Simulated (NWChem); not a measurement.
Species: CH₂ClNOSi; SMILES O=C=N[SiH2]Cl

```xyz
7

Si    -0.8815    -0.6896     0.0410
Cl     0.7433    -1.9553    -0.0177
N     -0.3500     0.9341    -0.0332
C      0.1331     2.0313    -0.0196
O      0.5883     3.1038    -0.0142
H     -1.6012    -0.9057     1.3200
H     -1.7385    -0.9668    -1.1369
```
Atoms are numbered in this order, from 1.

Level: PBE0/def2-SVP (NWChem), optimised geometry, unscaled harmonic frequencies. 

List the harmonic frequencies with IR intensities, and the thermochemistry.


```json
[
 {"frequency (cm⁻¹)": "50", "IR intensity (km/mol)": "0.2"},
 {"frequency (cm⁻¹)": "72", "IR intensity (km/mol)": "1.2"},
 {"frequency (cm⁻¹)": "246", "IR intensity (km/mol)": "7.9"},
 {"frequency (cm⁻¹)": "551", "IR intensity (km/mol)": "63.1"},
 {"frequency (cm⁻¹)": "620", "IR intensity (km/mol)": "3.5"},
 {"frequency (cm⁻¹)": "628", "IR intensity (km/mol)": "58.4"},
 {"frequency (cm⁻¹)": "631", "IR intensity (km/mol)": "79.7"},
 {"frequency (cm⁻¹)": "641", "IR intensity (km/mol)": "115.2"},
 {"frequency (cm⁻¹)": "734", "IR intensity (km/mol)": "13.0"},
 {"frequency (cm⁻¹)": "903", "IR intensity (km/mol)": "368.6"},
 {"frequency (cm⁻¹)": "957", "IR intensity (km/mol)": "140.8"},
 {"frequency (cm⁻¹)": "1558", "IR intensity (km/mol)": "49.6"},
 {"frequency (cm⁻¹)": "2285", "IR intensity (km/mol)": "110.6"},
 {"frequency (cm⁻¹)": "2292", "IR intensity (km/mol)": "109.2"},
 {"frequency (cm⁻¹)": "2492", "IR intensity (km/mol)": "1576.0"}
]
```

```json
{
 "zero_point_energy": "20.9 kcal/mol",
 "thermal correction to the enthalpy at 298.15 K (with zero-point energy)": "25.3 kcal/mol",
 "heat capacity Cv": "18.4 cal/(mol K)",
 "entropy at 298.15 K and 1 atm (symmetry number 1)": "80.7 cal/(mol K)",
 "dipole_moment": "1.74 D"
}
```

Rigid rotor and harmonic oscillator; modes under 100 cm⁻¹ make the entropy uncertain.
